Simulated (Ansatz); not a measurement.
System: AlH$_{3}$, charge 1, doublet. AlH3+ (parent SMILES [AlH3], doublet).
B3LYP-D3(BJ)/def2-TZVP minimum from Ansatz (a first-principles code):
```
Al
H 1 1.5437
H 1 1.6724 2 146.81
H 1 1.6724 2 146.81 3 -180.00
```
Charge +1, spin multiplicity 2.

Total energies in aug-cc-pV(D+d)Z, 5 correlated electrons, 5 frozen orbitals. Radicals and triplets start from unrestricted determinants; spin-orbit coupling is neglected. Cores are frozen in correlated methods. No relativity. Full CI freezes restricted core orbitals and the other rows unrestricted ones, which leaves a small offset even where coupled cluster is exact. The UHF reference of H3Al+ (parent SMILES [AlH3], doublet) is spin-contaminated (<S^2> up to 0.04 over the pure value in the sets run). The spin of H3Al+ (parent SMILES [AlH3], doublet) was assumed, and the state is the lowest solution found for it.

```json
[
 {"method": "HF", "program": "Ansatz", "energy (Eh)": "-243.27766", "error against FCI (mEh)": "83.27"},
 {"method": "MP2", "program": "Ansatz", "energy (Eh)": "-243.33660", "error against FCI (mEh)": "24.32"},
 {"method": "CCSD", "program": "Ansatz", "energy (Eh)": "-243.35921", "error against FCI (mEh)": "1.71"},
 {"method": "CCSD(T)", "program": "Ansatz", "energy (Eh)": "-243.36039", "error against FCI (mEh)": "0.54"},
 {"method": "CCSDT(Q)", "program": "Ansatz", "energy (Eh)": "-243.36092", "error against FCI (mEh)": "0.01"},
 {"method": "CCSDTQ", "program": "Ansatz", "energy (Eh)": "-243.36093", "error against FCI (mEh)": "0.00"},
 {"method": "FCI", "program": "Ansatz", "energy (Eh)": "-243.36093", "error against FCI (mEh)": "0.00"}
]
```

Rough core times of Ansatz's runs on a shared machine: CCSD(T) under 20 s, CCSDT(Q) 30 s, CCSDTQ 7 min, FCI 4 min.
